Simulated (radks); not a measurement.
The table gives one normalised radial function P(r) = r R(r) of Cd17+ in [Ar] 3d10 4s2 4p1 (r in bohr). Method: scalar-relativistic Kohn-Sham, r2SCAN, spin-polarised, spherical densities, finite nucleus; open shells are filled with parallel spins first (spin-orbit coupling, left out, can overturn this in heavy ions); meta-GGA in the generalised Kohn-Sham scheme; Fermi nuclear charge, rms radius 4.6087 fm; computed with a radial shooting solver on a logarithmic mesh with Libxc functionals.

r           P
0.003179   0.1516
0.003613   0.1670
0.004074   0.1824
0.00463    0.1995
0.005221   0.2163
0.005886   0.2333
0.00669    0.2516
0.007543   0.2683
0.008573   0.2852
0.009666   0.2993
0.01099    0.3117
0.01239    0.3198
0.01408    0.3233
0.01587    0.3206
0.01804    0.3095
0.02034    0.2899
0.02312    0.2577
0.02607    0.2156
0.02939    0.1609
0.0334     0.0886
0.03766    0.0084
0.0428    -0.0885
0.04826   -0.1862
0.05485   -0.2917
0.06185   -0.3844
0.07029   -0.4663
0.07925   -0.5165
0.09007   -0.5295
0.1016    -0.4940
0.1145    -0.4060
0.1301    -0.2532
0.1467    -0.0614
0.1668     0.1775
0.188      0.4077
0.2137     0.6235
0.241      0.7607
0.2739     0.8007
0.3088     0.7155
0.3509     0.4882
0.3957     0.1653
0.4497    -0.2522
0.5071    -0.6555
0.5717    -1.0096
0.6498    -1.2701
0.7326    -1.3662
0.8327    -1.3040
0.9388    -1.1201
1.067     -0.8478
1.203     -0.5824
1.367     -0.3422
1.542     -0.1817
1.752     -0.0789
1.976     -0.0307
2.245     -0.0092
2.532     -0.0024

Which n and l does it have? It may be an empty orbital.

Answer. n = 4, l = 0: the number of nodes gives n - l - 1 = 3, the rise at small r (about r^(l+1), flatter next to the nucleus through relativity) gives l, and the extent must fit the shell. The curve is that of 4s up; the table hardly tells the two spins apart. 4s up: eigenvalue -479.12 eV, 3 radial nodes at r = 0.0381, 0.152, 0.417 bohr, <r> = 0.775 bohr, 90 % of the charge inside 1.10 bohr.
